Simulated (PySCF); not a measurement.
Task: Write Cartesian coordinates for `CCCOC1=CC=CC=C1` as optimised with PBE0-D3(BJ)/def2-SVP.

Result: 
```xyz
22
C9H12O angstrom
C      3.564   -0.470   -1.137
C      2.503   -0.083   -0.120
C      1.099   -0.240   -0.661
O      0.193    0.145    0.341
C     -1.132    0.079    0.097
C     -1.975    0.462    1.150
C     -3.353    0.426    0.989
C     -3.917    0.010   -0.220
C     -3.078   -0.369   -1.263
C     -1.690   -0.339   -1.116
H      3.459   -1.521   -1.450
H      4.575   -0.348   -0.722
H      3.501    0.154   -2.043
H      2.595   -0.698    0.790
H      2.635    0.963    0.200
H      0.961    0.385   -1.565
H      0.916   -1.290   -0.961
H     -1.516    0.784    2.087
H     -3.997    0.727    1.819
H     -5.001   -0.017   -0.344
H     -3.504   -0.698   -2.215
H     -1.055   -0.642   -1.950
```

Orientation and origin are arbitrary. Atoms count from 1 in this order. The 10 heavy atoms lie in one plane (0.007 Å rms). The C–C distances run from 1.388 Å (C6–C7, aromatic) to 1.519 Å (C1–C2, drawn single), a spread of 0.131 Å. The C–O distances run from 1.348 Å (O4–C5, drawn single) to 1.405 Å (C3–O4, drawn single), a spread of 0.057 Å. O4 (aryl ether oxygen) is bent (angle 119.4°).

Bonds between heavy atoms (Å): C1–C2 1.519, C2–C3 1.513, C3–O4 1.405, O4–C5 1.348, C5–C6 1.402, C6–C7 1.388, C7–C8 1.398, C8–C9 1.391, C9–C10 1.397, C5–C10 1.400.

Computed with PBE0-D3(BJ)/def2-SVP geometry optimisation, gas phase in PySCF.

Point group: Cs (every atom within 0.08 Å of its image). Stationary, but not proved a minimum. The numbers are those of one conformer (C1–C2–C3–O4 180°, C2–C3–O4–C5 -179°, C3–O4–C5–C6 179°).
